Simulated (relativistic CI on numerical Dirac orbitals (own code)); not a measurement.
# Transition arrays of Ga¹⁰⁺

Method of calculation: Dirac-Coulomb-Breit CI, orbitals from a KLI potential per configuration, a model potential for QED, valence Slater integrals scaled by 0.9, whole transition arrays (own radial code, finite nucleus).

Configuration list (outside the closed core [Ne] 3s2): 3p6 3d3, 3p6 3d2 4f, 3p5 3d4, 3p6 3d2 4p, 3p6 3d2 5f. Levels of other configurations are missing.

All E1 lines from the levels of 3p6 3d3; mean and standard deviation are weighted by gf, and upper levels are sorted by their leading configuration.

```tsv
Upper configuration	Lines	Σgf	Mean (eV)	Mean (nm)	σ (eV)	Strongest line (nm)
3p6 3d2 4f	721	209.8	172.30	7.196	2.78	7.137
3p5 3d4	1718	253.9	100.21	12.372	7.14	11.554
3p6 3d2 4p	466	12.7	121.44	10.209	2.99	10.037
3p6 3d2 5f	721	98.4	210.03	5.903	3.01	5.856
```

Σgf per state of the lower configuration in bins of 0.2 nm over the central range (centre: value): 5.7: 0.05, 5.9: 0.69, 6.1: 0.07, 7.1: 1.05, 7.3: 0.58, 7.5: 0.10, 7.7: 0.01, 9.9: 0.01, 10.1: 0.04, 10.3: 0.02, 11.3: 0.14, 11.5: 0.37, 11.7: 0.06, 11.9: 0.20, 12.1: 0.30, 12.3: 0.18, 12.5: 0.08, 12.7: 0.20, 12.9: 0.08, 13.1: 0.07, 13.3: 0.09, 13.5: 0.10, 13.7: 0.03, 13.9: 0.06.

Question: How do configuration mixing and the scaling of the Slater integrals move the arrays?

Answer: Slater scale 0.9, no configuration mixing: 3p6 3d2 4f 172.1 ± 2.7 eV (Σgf 185.5), 3p5 3d4 100.3 ± 7.2 eV (Σgf 273.2), 3p6 3d2 4p 121.8 ± 2.6 eV (Σgf 21.6), 3p6 3d2 5f 209.9 ± 3.0 eV (Σgf 72.2); Slater scale 1: 3p6 3d2 4f 172.5 ± 3.1 eV (Σgf 214.0), 3p5 3d4 101.9 ± 7.8 eV (Σgf 253.1), 3p6 3d2 4p 119.0 ± 5.7 eV (Σgf 13.8), 3p6 3d2 5f 210.1 ± 3.4 eV (Σgf 100.8); Slater scale 0.8: 3p6 3d2 4f 172.1 ± 2.5 eV (Σgf 205.6), 3p5 3d4 98.5 ± 6.4 eV (Σgf 251.9), 3p6 3d2 4p 121.6 ± 2.5 eV (Σgf 14.0), 3p6 3d2 5f 209.9 ± 2.7 eV (Σgf 96.2). With mixing, levels are counted to their leading configuration, so an array can shrink or vanish into another, and the sums then hold other lines.
